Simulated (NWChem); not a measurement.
A series in which one site is exchanged, each optimised at PBE0/def2-SVP with NWChem, gas phase unless a solvent is named. All stand in one matching conformer (torsions within 35°), which need not be the lowest. Some are not confirmed as minima by frequencies. def2 effective core potentials on Bi; no spin-orbit coupling.

A: [OH][Sc]([OH])[Cl] (ScH2O2Cl; site = Sc)
B: [OH][Ga]([OH])[Cl] (GaH2O2Cl; site = Ga)
C: [Bi]([OH])([Cl])[OH] (BiH₂O₂Cl; site = Bi)
D: OB(O)Cl (BH2O2Cl; site = B)

Values for A:

| Item | Result |
|---|---|
| dipole (D), PBE0/def2-SVP | 4.04 |
| orbital gap (eV), PBE0/def2-SVP | 6.29 |
| static polarisability, PBE/def2-SVPD (bohr³) | 59.0 |
| lowest singlet excitation, PBE/def2-SVPD, TDA (eV) | 4.04 |

How do these values change for the other members?


```tsv
change from A	B	C	D
dipole (D), PBE0/def2-SVP	-2.27	-2.75	-1.92
orbital gap (eV), PBE0/def2-SVP	+1.66	+0.62	+4.00
static polarisability, PBE/def2-SVPD (bohr³)	-7.5	+11.6	-20.3
lowest singlet excitation, PBE/def2-SVPD, TDA (eV)	+1.35	+0.59	+2.86
```
